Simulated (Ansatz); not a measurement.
Ansatz results at the PBE0-D4/def2-TZVP geometry: size of the dipole moment (ωB97M-V/def2-TZVPP) 2.41 D; size of the dipole moment (B3LYP/def2-TZVPP) 2.37 D; ideal-gas entropy at 298 K and 1 bar (rigid rotor, harmonic PBE0-D4/def2-TZVP) 361 J/(mol·K).

(1) Which molecule gave them?
A. `[F][Sn]([Cl])[Br]`•
B. `C[C]=O`•
C. `[CH2][CH2][GeH3]`•
D. `[CH3][Al][SeH]`•

## Answers

(1) A. The others give `[CH3][Al][SeH]`•: 1.54, 1.36, 338; `C[C]=O`•: 2.57, 2.56, 268; `[CH2][CH2][GeH3]`•: 0.40, 0.44, 318.

B3LYP here is the variant with VWN-RPA as its local correlation; programs differ in this.
